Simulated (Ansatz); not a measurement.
Ansatz (a first-principles code) input for CH3IOTe, SMILES CO[Te]I, B3LYP-D3(BJ)/def2-SVP. 

Ansatz 0.2 input:
```yaml
crystal:
  periodic: [false, false, false]
  atoms:
    - {symbol: Te, position_ang: [0.46537517, -0.67102419, 0.87290992]}
    - {symbol: I, position_ang: [-1.03608031, 1.06186252, -0.49305692]}
    - {symbol: O, position_ang: [1.92176025, -0.84754427, -0.44799379]}
    - {symbol: C, position_ang: [1.71472793, -1.56195588, -1.63357132]}
    - {symbol: H, position_ang: [0.97101058, -1.07369796, -2.27001905]}
    - {symbol: H, position_ang: [2.67314288, -1.56575579, -2.15394257]}
    - {symbol: H, position_ang: [1.40614416, -2.59391245, -1.44995889]}
basis:
  gaussian:
    orbitals: def2-SVP
hamiltonian:
  xc: b3lyp
  dispersion: d3bj
relax: {f_tol: 0.002, max_steps: 200}
```

Log of the run:

```
WARN ansatz: RAYON_NUM_THREADS=1 ignored (pool sized by the plan → 1); use --threads N
Functional definition: B3LYP
integrals: 0.05 GiB planned
1220 factors; integrals over basis functions are off by at most 2.8e-4 eV
mean field: 0.47 GiB planned
mean field evaluation 1: about -18524.1031 eV, gradient 4.8e1 eV
mean field evaluation 2: about -18465.0697 eV, gradient 1.5e2 eV
mean field evaluation 4: about -18529.1449 eV, gradient 9.0e0 eV
mean field evaluation 8: about -18529.3985 eV, gradient 2.7e-1 eV
mean field evaluation 16: about -18529.3988 eV, gradient 1.9e-5 eV
mean field -18529.39876048 eV, -680.9428447700 hartree, gradient 2.0e-5 eV, S^2 0.000000; 0 other end points of the search recorded, 0 dependent functions left out
the calculation of the forces begins
reference -18529.39898775 eV, -680.9428531222 hartree; 33, 33 occupied and 62, 62 virtual orbitals, 1220 factors
relax step   1: F+E_penalty+E_count = -18529.75594438 eV  Δ(F+E_penalty+E_count) = +0.000e0 eV  max|allowed force component| = 6.611e-1 eV/Å  Δτ_max = 0.0000 Å  (29 SCF iters, accepted)
these checks for a lower state are left out or cut short: starts, cluster_reference, orbital_swaps, neighbouring_geometries, increment
integrals: 0.05 GiB planned
1220 factors; integrals over basis functions are off by at most 3.0e-4 eV
mean field: 0.47 GiB planned
mean field -18529.45753467 eV, -680.9450046816 hartree, gradient 1.2e-5 eV, S^2 0.000000; 0 other end points of the search recorded, 0 dependent functions left out
the calculation of the forces begins
reference -18529.45776602 eV, -680.9450131838 hartree; 33, 33 occupied and 62, 62 virtual orbitals, 1220 factors
relax step   2: F+E_penalty+E_count = -18529.80389515 eV  Δ(F+E_penalty+E_count) = -4.795e-2 eV  max|allowed force component| = 2.649e-1 eV/Å  Δτ_max = 0.1505 Å  (32 SCF iters, accepted)
these checks for a lower state are left out or cut short: starts, cluster_reference, orbital_swaps, neighbouring_geometries, increment
integrals: 0.05 GiB planned
1220 factors; integrals over basis functions are off by at most 3.0e-4 eV
mean field: 0.47 GiB planned
mean field -18529.46853909 eV, -680.9454090865 hartree, gradient 2.6e-5 eV, S^2 0.000000; 0 other end points of the search recorded, 0 dependent functions left out
the calculation of the forces begins
reference -18529.46876927 eV, -680.9454175455 hartree; 33, 33 occupied and 62, 62 virtual orbitals, 1220 factors
relax step   3: F+E_penalty+E_count = -18529.81726738 eV  Δ(F+E_penalty+E_count) = -1.337e-2 eV  max|allowed force component| = 7.457e-2 eV/Å  Δτ_max = 0.0448 Å  (32 SCF iters, accepted)
these checks for a lower state are left out or cut short: starts, cluster_reference, orbital_swaps, neighbouring_geometries, increment
integrals: 0.05 GiB planned
1220 factors; integrals over basis functions are off by at most 3.0e-4 eV
mean field: 0.47 GiB planned
mean field evaluation 32: about -18529.4130 eV, gradient 1.6e0 eV
mean field -18529.46735314 eV, -680.9453655037 hartree, gradient 1.4e-5 eV, S^2 0.000000; 0 other end points of the search recorded, 0 dependent functions left out
the calculation of the forces begins
reference -18529.46758342 eV, -680.9453739664 hartree; 33, 33 occupied and 62, 62 virtual orbitals, 1220 factors
relax step   4: F+E_penalty+E_count = -18529.81597979 eV  Δ(F+E_penalty+E_count) = +1.288e-3 eV  max|allowed force component| = 2.451e-1 eV/Å  Δτ_max = 0.0281 Å  (33 SCF iters, rejected (line search))
these checks for a lower state are left out or cut short: starts, cluster_reference, orbital_swaps, neighbouring_geometries, increment
integrals: 0.05 GiB planned
1220 factors; integrals over basis functions are off by at most 3.0e-4 eV
mean field: 0.47 GiB planned
mean field -18529.46888066 eV, -680.9454216390 hartree, gradient 1.3e-5 eV, S^2 0.000000; 0 other end points of the search recorded, 0 dependent functions left out
the calculation of the forces begins
reference -18529.46911067 eV, -680.9454300917 hartree; 33, 33 occupied and 62, 62 virtual orbitals, 1220 factors
relax step   5: F+E_penalty+E_count = -18529.81816701 eV  Δ(F+E_penalty+E_count) = -8.996e-4 eV  max|allowed force component| = 1.052e-2 eV/Å  Δτ_max = 0.0136 Å  (34 SCF iters, accepted)
these checks for a lower state are left out or cut short: starts, cluster_reference, orbital_swaps, neighbouring_geometries, increment
integrals: 0.05 GiB planned
1220 factors; integrals over basis functions are off by at most 3.0e-4 eV
mean field: 0.47 GiB planned
mean field -18529.46927185 eV, -680.9454360153 hartree, gradient 1.1e-5 eV, S^2 0.000000; 0 other end points of the search recorded, 0 dependent functions left out
the calculation of the forces begins
reference -18529.46950187 eV, -680.9454444682 hartree; 33, 33 occupied and 62, 62 virtual orbitals, 1220 factors
relax step   6: F+E_penalty+E_count = -18529.81825798 eV  Δ(F+E_penalty+E_count) = -9.097e-5 eV  max|allowed force component| = 5.962e-3 eV/Å  Δτ_max = 0.0127 Å  (26 SCF iters, accepted)
these checks for a lower state are left out or cut short: starts, cluster_reference, orbital_swaps, neighbouring_geometries, increment
integrals: 0.05 GiB planned
1220 factors; integrals over basis functions are off by at most 3.0e-4 eV
mean field: 0.47 GiB planned
mean field -18529.46915539 eV, -680.9454317352 hartree, gradient 1.3e-5 eV, S^2 0.000000; 0 other end points of the search recorded, 0 dependent functions left out
the calculation of the forces begins
reference -18529.46938537 eV, -680.9454401871 hartree; 33, 33 occupied and 62, 62 virtual orbitals, 1220 factors
relax step   7: F+E_penalty+E_count = -18529.81826710 eV  Δ(F+E_penalty+E_count) = -9.119e-6 eV  max|allowed force component| = 3.441e-3 eV/Å  Δτ_max = 0.0030 Å  (24 SCF iters, accepted)
these checks for a lower state are left out or cut short: starts, cluster_reference, orbital_swaps, neighbouring_geometries, increment
integrals: 0.05 GiB planned
1220 factors; integrals over basis functions are off by at most 3.0e-4 eV
mean field: 0.47 GiB planned
mean field evaluation 64: about -18529.4687 eV, gradient 1.3e-5 eV
mean field -18529.46870279 eV, -680.9454151024 hartree, gradient 1.3e-5 eV, S^2 0.000000; 0 other end points of the search recorded, 0 dependent functions left out
the calculation of the forces begins
reference -18529.46893268 eV, -680.9454235509 hartree; 33, 33 occupied and 62, 62 virtual orbitals, 1220 factors
relax step   8: F+E_penalty+E_count = -18529.81772591 eV  Δ(F+E_penalty+E_count) = +5.412e-4 eV  max|allowed force component| = 8.883e-2 eV/Å  Δτ_max = 0.0090 Å  (34 SCF iters, rejected (line search))
these checks for a lower state are left out or cut short: starts, cluster_reference, orbital_swaps, neighbouring_geometries, increment
integrals: 0.05 GiB planned
1220 factors; integrals over basis functions are off by at most 3.0e-4 eV
mean field: 0.47 GiB planned
mean field -18529.46927243 eV, -680.9454360366 hartree, gradient 9.8e-6 eV, S^2 0.000000; 0 other end points of the search recorded, 0 dependent functions left out
the calculation of the forces begins
reference -18529.46950241 eV, -680.9454444882 hartree; 33, 33 occupied and 62, 62 virtual orbitals, 1220 factors
relax step   9: F+E_penalty+E_count = -18529.81827756 eV  Δ(F+E_penalty+E_count) = -1.046e-5 eV  max|allowed force component| = 1.805e-3 eV/Å  Δτ_max = 0.0042 Å  (26 SCF iters, accepted)
these checks for a lower state are left out or cut short: starts, cluster_reference, orbital_swaps, neighbouring_geometries, increment
integrals: 0.05 GiB planned
1220 factors; integrals over basis functions are off by at most 3.0e-4 eV
mean field: 0.47 GiB planned
mean field -18529.46931270 eV, -680.9454375163 hartree, gradient 1.3e-5 eV, S^2 0.000000; 0 other end points of the search recorded, 0 dependent functions left out
the calculation of the forces begins
reference -18529.46954269 eV, -680.9454459683 hartree; 33, 33 occupied and 62, 62 virtual orbitals, 1220 factors
relax step  10: F+E_penalty+E_count = -18529.81827681 eV  Δ(F+E_penalty+E_count) = +7.548e-7 eV  max|allowed force component| = 2.991e-3 eV/Å  Δτ_max = 0.0047 Å  (26 SCF iters, rejected (line search))
these checks for a lower state are left out or cut short: starts, cluster_reference, orbital_swaps, neighbouring_geometries, increment
integrals: 0.05 GiB planned
1220 factors; integrals over basis functions are off by at most 3.0e-4 eV
mean field: 0.47 GiB planned
mean field -18529.46927478 eV, -680.9454361226 hartree, gradient 2.2e-5 eV, S^2 0.000000; 0 other end points of the search recorded, 0 dependent functions left out
the calculation of the forces begins
reference -18529.46950475 eV, -680.9454445740 hartree; 33, 33 occupied and 62, 62 virtual orbitals, 1220 factors
relax step  11: F+E_penalty+E_count = -18529.81827978 eV  Δ(F+E_penalty+E_count) = -2.219e-6 eV  max|allowed force component| = 8.715e-4 eV/Å  Δτ_max = 0.0023 Å  (24 SCF iters, accepted)
integrals: 0.05 GiB planned
1220 factors; integrals over basis functions are off by at most 3.0e-4 eV
mean field: 0.47 GiB planned
mean field evaluation 96: about -18529.4693 eV, gradient 9.3e-4 eV
mean field -18529.46927478 eV, -680.9454361226 hartree, gradient 2.2e-5 eV, S^2 0.000000; 1 other end points of the search recorded, 0 dependent functions left out
the calculation of the forces begins
reference -18529.46950475 eV, -680.9454445740 hartree; 33, 33 occupied and 62, 62 virtual orbitals, 1220 factors
Total energy: -18529.81850976 eV, -680.9582702714 hartree
Atom 0 at     0.481814    -0.675484     0.874976 Å, force     0.000425     0.000033    -0.000872 eV/Å
Atom 1 at    -1.142836     1.095562    -0.469928 Å, force    -0.000149    -0.000097     0.000143 eV/Å
Atom 2 at     1.973626    -0.840807    -0.443455 Å, force     0.000068    -0.000004     0.000298 eV/Å
Atom 3 at     1.733402    -1.566071    -1.635926 Å, force    -0.000386    -0.000483     0.000113 eV/Å
Atom 4 at     1.010195    -1.046530    -2.290941 Å, force     0.000139     0.000118     0.000107 eV/Å
Atom 5 at     2.698387    -1.629496    -2.164688 Å, force    -0.000027     0.000139     0.000218 eV/Å
Atom 6 at     1.361493    -2.589202    -1.445671 Å, force    -0.000070     0.000294    -0.000008 eV/Å
Dipole moment:    -0.031193    -0.332583     0.026065 e Å
```

The calculation finished and met its thresholds.
